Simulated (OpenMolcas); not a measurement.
Computed levels of 3d7 in ions with 25 electrons, in cm-1 above 4F 9/2.

| Property | Result |
| --- | --- |
| Program | OpenMolcas |
| Method | XMS-CASPT2, IPEA 0.25 Eh, imaginary shift 0.1 Eh |
| Basis | ANO-RCC-VTZP |
| Scalar Hamiltonian | DKH2, point nucleus |
| Spin-orbit coupling | RASSI with atomic mean-field integrals over the reference wave functions, term energies averaged over their components |

Active space for each ion: 7 electrons in 5 orbitals (3d); closed shells correlated by CASPT2: 3s 3p.

```csv
Level,Co2+,Cu4+
4F 7/2,855,1551
4F 5/2,1481,2660
4F 3/2,1909,3410
4P 5/2,15650,21130
4P 3/2,15890,21400
4P 1/2,16320,22280
2G 9/2,17480,23360
2G 7/2,18290,24840
2P 3/2,20550,27490
```

Estimate 4F 3/2, 4P 5/2, 4P 3/2 for Ni3+ from its neighbours Co2+ and Cu4+.

4F 3/2 is fine structure, which grows about as the fourth power of a screened charge, so the fourth roots are averaged: ((1909^0.25 + 3410^0.25) / 2)^4 = 2578. The calculation gives 2550, so the estimate is off by +1.1 %; the measured value is 2621 (Corliss and Sugar, J. Phys. Chem. Ref. Data 10, 197 (1981)).
4P 5/2 is another term, which grows about linearly with the charge: (15650 + 21130) / 2 = 18390. The calculation gives 18410, so the estimate is off by -0.1 %; the measured value is 18119 (Corliss and Sugar, J. Phys. Chem. Ref. Data 10, 197 (1981)).
4P 3/2 is another term, which grows about linearly with the charge: (15890 + 21400) / 2 = 18645. The calculation gives 18690, so the estimate is off by -0.2 %; the measured value is 18367 (Corliss and Sugar, J. Phys. Chem. Ref. Data 10, 197 (1981)).

CASPT2 breaks the degeneracy within a term, and the mean is taken; among the terms shown or strongly mixed into the levels shown the widest spread is 1500 cm-1 (3d7 4F, Co2+). Measured partners are found by configuration, term and J. A level has none where our copy of the source lacks it or the pairing is in doubt (some pairs that miss far off the trend of their configuration count as doubtful), and it then counts in no deviation. Levels of configurations outside the active space are missing.
